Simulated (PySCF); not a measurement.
C2H3F2, SMILES [CH2]C(F)F, multiplicity 2. Geometry optimised at PBE-D3(BJ)/def2-SVP. The isomer is the one that the SMILES or the coordinates give; other isomers of the formula were not compared.

Computed equilibrium geometry at PBE-D3(BJ)/def2-SVP (PySCF confirms it by a frequency run) as bond lengths and angles:
Atoms: C1 C2 F3 F4 H5 H6 H7. Bond lengths (Å): C1–C2 1.482, C1–H5 1.100, C1–H6 1.099, C2–F3 1.384, C2–F4 1.371, C2–H7 1.115. Angles (°): C2–C1–H5 118.5, C2–C1–H6 120.8, H5–C1–H6 120.0, C1–C2–F3 110.4, C1–C2–F4 110.2, C1–C2–H7 113.4, F3–C2–F4 106.9, F3–C2–H7 107.3, F4–C2–H7 108.3.
Charge 0, spin multiplicity 2.
